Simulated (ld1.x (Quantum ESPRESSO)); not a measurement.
u(r) = r·R(r): atom against pseudo-atom (O)

Columns: radius, all-electron u(r) and pseudo u(r) of the 2s shell (level -23.71 eV) of oxygen in the configuration [He] 2s2 2p4; LDA (PZ), non-relativistic, ultrasoft scheme, ld1.x (Quantum ESPRESSO) 7.5.

| r (bohr) | all-electron | pseudo |
| --- | --- | --- |
| 0.062 | 0.3715 | -0.1112 |
| 0.124 | 0.4107 | -0.2207 |
| 0.186 | 0.2885 | -0.3269 |
| 0.248 | 0.0987 | -0.4281 |
| 0.310 | -0.1078 | -0.5229 |
| 0.372 | -0.3039 | -0.6103 |
| 0.434 | -0.4766 | -0.6891 |
| 0.496 | -0.6209 | -0.7586 |
| 0.558 | -0.7358 | -0.8181 |
| 0.620 | -0.8232 | -0.8673 |
| 0.682 | -0.8856 | -0.9060 |
| 0.744 | -0.9266 | -0.9339 |
| 0.806 | -0.9494 | -0.9510 |
| 0.868 | -0.9573 | -0.9573 |
| 0.930 | -0.9529 | -0.9529 |
| 0.992 | -0.9389 | -0.9389 |
| 1.054 | -0.9175 | -0.9175 |
| 1.116 | -0.8904 | -0.8904 |
| 1.178 | -0.8592 | -0.8592 |
| 1.240 | -0.8250 | -0.8250 |
| 1.302 | -0.7890 | -0.7890 |
| 1.364 | -0.7519 | -0.7519 |
| 1.426 | -0.7143 | -0.7143 |
| 1.488 | -0.6768 | -0.6768 |
| 1.550 | -0.6398 | -0.6398 |
| 1.612 | -0.6036 | -0.6036 |

Problem. How many radial nodes do the two functions have?

Solution. The all-electron 2s function has n − l − 1 = 1; the pseudo-wave has 0, since the states of the same l below it are removed with the core.

Problem. At about which radius was the pseudo-wave matched?

Solution. 0.90 bohr, where the columns begin to agree (steps of 0.06 bohr).

Problem. Is the pseudo-wave norm-conserving?

Solution. No, it belongs to an ultrasoft set: the norm inside the radius is not constrained, and the difference is carried by the augmentation charge.
